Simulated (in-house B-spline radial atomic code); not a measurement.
**Ionising Ar5+ with different functionals**

Computed with a radial B-spline atomic code at the basis-set limit: four-component Dirac-Coulomb Hamiltonian, Fermi nucleus of rms radius 3.4274 fm, spin-restricted, spherical fractional occupations for the functionals. The ionisation energy is the difference of two self-consistent energies, [Ne] 3s2 3p1 → [Ne] 3s2, without Breit or QED terms; ε is the level of the shell that loses the electron (mean over j). The electron is taken from both j subshells in proportion to 2j + 1, so the result is a j average, not the step between ground levels.

Hybrids are left out here: with spherical fractional occupations of an open shell their exact exchange keeps a self-interaction that integer-occupation calculations don't have.

```json
{"method": "LDA VWN5", "rung": "LDA", "ΔSCF (eV)": "90.75", "-ε(3p) (eV)": "82.15"}
{"method": "relativistic LDA", "rung": "LDA", "ΔSCF (eV)": "90.74", "-ε(3p) (eV)": "82.14"}
{"method": "LDA PW92", "rung": "LDA", "ΔSCF (eV)": "?", "-ε(3p) (eV)": "?"}
{"method": "LDA exchange-only", "rung": "LDA", "ΔSCF (eV)": "89.12", "-ε(3p) (eV)": "80.51"}
{"method": "PBE", "rung": "GGA", "ΔSCF (eV)": "90.51", "-ε(3p) (eV)": "81.96"}
{"method": "PBEsol", "rung": "GGA", "ΔSCF (eV)": "90.46", "-ε(3p) (eV)": "81.91"}
{"method": "BLYP", "rung": "GGA", "ΔSCF (eV)": "90.53", "-ε(3p) (eV)": "81.93"}
{"method": "RPBE", "rung": "GGA", "ΔSCF (eV)": "90.40", "-ε(3p) (eV)": "81.89"}
{"method": "PW91", "rung": "GGA", "ΔSCF (eV)": "90.65", "-ε(3p) (eV)": "82.09"}
{"method": "BP86", "rung": "GGA", "ΔSCF (eV)": "?", "-ε(3p) (eV)": "?"}
{"method": "AM05", "rung": "GGA", "ΔSCF (eV)": "90.45", "-ε(3p) (eV)": "81.90"}
{"method": "OLYP", "rung": "GGA", "ΔSCF (eV)": "90.40", "-ε(3p) (eV)": "81.94"}
```

Task: What does BP86 give?

Result: ΔSCF 90.65 eV, and -ε(3p) = 82.09 eV.

Task: What does LDA PW92 give?

Result: ΔSCF 90.75 eV, and -ε(3p) = 82.14 eV.

Task: How do they compare with the NIST value?

Result: NIST lists 91.29 eV ± 0.01 (measured, ground level to ground level). Errors run from -2.17 to -0.54 eV. The correlated functionals all miss on the same side by more than they spread, so the cause is common to them (Breit-QED terms, spin polarisation, the choice among j levels, multiplet and fine-structure energies, or a listed next ion that isn't the cheapest removal here) and closeness doesn't rank the functionals.
